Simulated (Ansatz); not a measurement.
`[SiH3][O][GaH][SH]` + H₂O → `[OH][GaH][SH]` + `O[SiH3]`  (formal hydrolysis of a Ga–O bond)

Calculated with Ansatz (gas phase, PBE0-D4/def2-TZVP geometries, no zero-point term in ΔE). CBS: MP2 limit from def2 TZ/QZ plus the TZ coupled-cluster correction, frozen cores. This one scheme is used for every species. DFT in def2-TZVPP. For Ga outer-core shells are correlated without core-valence functions, which leaves a few kJ/mol of doubt a bond. Scalar relativity is left out up to krypton. Each species was taken in one conformer, which may not be the lowest.

Q: Is it downhill or uphill in electronic energy at CCSD(T)/CBS, and by how much? (An estimate is asked.)

A: The calculation gave: Uphill: ΔE = +5.1 kcal/mol.

Q: What do these levels give: LDA (SPW92), r2SCAN0-D4, B2PLYP, r2SCAN, CCSD(T)/def2-TZVPP, HF/CBS(def2)? (Best estimate.)

A: The calculation gave: LDA (SPW92) 3.2, r2SCAN0-D4 4.4, B2PLYP 3.6, r2SCAN 3.4, CCSD(T)/def2-TZVPP 4.9, HF/CBS(def2) 4.6 kcal/mol.

Largest T1 diagnostic among the species: 0.014.

From BLYP to BHLYP (50 % exact exchange), in def2-TZVPP and without D4, ΔE moves by +1.9 kcal/mol. The D4 term adds +2.1 kcal/mol with B3LYP and +1.2 kcal/mol with PBE0; it sums over pairs of atoms, weighted by their polarisabilities, and B3LYP, whose exchange is more repulsive, gets the larger term. Leaving LDA and LC-ωPBE aside and taking each functional with its dispersion term where it has one, the values, not all of them listed here, spread over 2.3 kcal/mol, from B2PLYP to BHLYP-D4. LDA lies +0.8 kcal/mol from PBE without D4.

B3LYP here is the variant with VWN-RPA as its local correlation; programs differ in this.
